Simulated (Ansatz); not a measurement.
A nudged elastic band was laid between two geometries of BH4NO + ClH (9 atoms, charge 0, multiplicity 1).

The calculation used Ansatz, RKS PBE/def2-mTZVP.

| Item | Value |
| --- | --- |
| movable images | 7 |
| climbing image | yes |
| spring | 5.0 eV/Å² |
| optimiser | quadratic models (default) |
| start path | through a guess of the saddle point |
| force threshold | 0.03 eV/Å |
| iteration limit | 60 |
| end points | relaxed |

Image 0:

```xyz
9
Properties=species:S:1:pos:R:3
B -0.416 0.117 -0.270
O -0.597 0.535 1.046
H -1.370 0.161 1.508
H 0.528 0.579 -0.845
N -1.269 -0.792 -0.916
H -2.090 -1.231 -0.504
H -1.110 -1.079 -1.878
Cl 0.825 2.760 2.682
H 0.257 1.811 1.942
```

Image 8:

```xyz
9
Properties=species:S:1:pos:R:3
B -0.088 0.242 -0.638
O -0.348 0.537 2.974
H -1.161 0.844 3.414
H 0.884 -0.352 -0.282
N -1.088 -0.358 -1.393
H -1.046 -1.337 -1.664
H -1.929 0.122 -1.707
Cl -0.244 1.977 -0.192
H -0.222 1.184 2.251
```

Question: Which bonds break or form, and what moves?

Answer: Bonds broken: B1–O2, Cl8–H9. Bonds formed: B1–Cl8, O2–H9. BH4NO + ClH becomes BClH3N + H2O.

Question: What energy profile does the band end with?

Answer: The forces met the threshold. The highest image is number 5 of 0 to 8, 91.3 kJ/mol above the first end and 63.0 kJ/mol above the last; the last end lies 28.3 kJ/mol above the first. The profile has 2 maxima (images 2, 5) with wells between them (image 4): this band takes more than one step, which may be the mechanism or a detour left from its start path. A vibrational analysis at the climbing image gives one clearly imaginary mode, 355i cm⁻¹: a first-order saddle point. The orbitals stay closed-shell, which can raise the energy where a bond breaks towards radicals; this wasn't checked here.

```json
{"image": "0", "path coordinate (Å)": "0.00", "energy (kJ/mol)": "0.0", "B1–O2 (Å)": "1.39", "Cl8–H9 (Å)": "1.33", "B1–Cl8 (Å)": "4.15"}
{"image": "1", "path coordinate (Å)": "1.80", "energy (kJ/mol)": "2.8", "B1–O2 (Å)": "1.40", "Cl8–H9 (Å)": "1.33", "B1–Cl8 (Å)": "3.82"}
{"image": "2", "path coordinate (Å)": "3.60", "energy (kJ/mol)": "47.2", "B1–O2 (Å)": "1.43", "Cl8–H9 (Å)": "1.37", "B1–Cl8 (Å)": "2.82"}
{"image": "3", "path coordinate (Å)": "5.40", "energy (kJ/mol)": "32.8", "B1–O2 (Å)": "2.68", "Cl8–H9 (Å)": "2.50", "B1–Cl8 (Å)": "1.81"}
{"image": "4", "path coordinate (Å)": "7.20", "energy (kJ/mol)": "31.1", "B1–O2 (Å)": "2.79", "Cl8–H9 (Å)": "3.47", "B1–Cl8 (Å)": "1.81"}
{"image": "5", "path coordinate (Å)": "9.00", "energy (kJ/mol)": "91.3", "B1–O2 (Å)": "1.70", "Cl8–H9 (Å)": "3.11", "B1–Cl8 (Å)": "1.93"}
{"image": "6", "path coordinate (Å)": "10.44", "energy (kJ/mol)": "49.9", "B1–O2 (Å)": "2.33", "Cl8–H9 (Å)": "3.34", "B1–Cl8 (Å)": "1.82"}
{"image": "7", "path coordinate (Å)": "11.89", "energy (kJ/mol)": "29.4", "B1–O2 (Å)": "3.26", "Cl8–H9 (Å)": "3.15", "B1–Cl8 (Å)": "1.80"}
{"image": "8", "path coordinate (Å)": "13.33", "energy (kJ/mol)": "28.3", "B1–O2 (Å)": "3.63", "Cl8–H9 (Å)": "2.57", "B1–Cl8 (Å)": "1.80"}
```

Question: What is the geometry of the highest image?

Answer: 
```xyz
9
Properties=species:S:1:pos:R:3:forces:R:3
B -0.267 0.523 -0.011 0.00 0.00 0.00
O -0.566 0.102 1.606 0.00 0.00 0.00
H -0.981 0.939 1.935 0.00 0.00 0.00
H 0.915 0.305 -0.165 0.00 0.00 0.00
N -1.314 -0.160 -0.766 0.00 0.00 0.00
H -1.782 -0.942 -0.311 0.00 0.00 0.00
H -1.075 -0.420 -1.722 0.00 0.00 0.00
Cl -0.490 2.433 0.169 0.00 0.00 0.00
H 0.318 0.082 2.030 0.00 0.00 0.00
```

The run took 8.7 min on 2 threads of Arm Neoverse V1, on a shared host, peak memory 0.13 GiB.
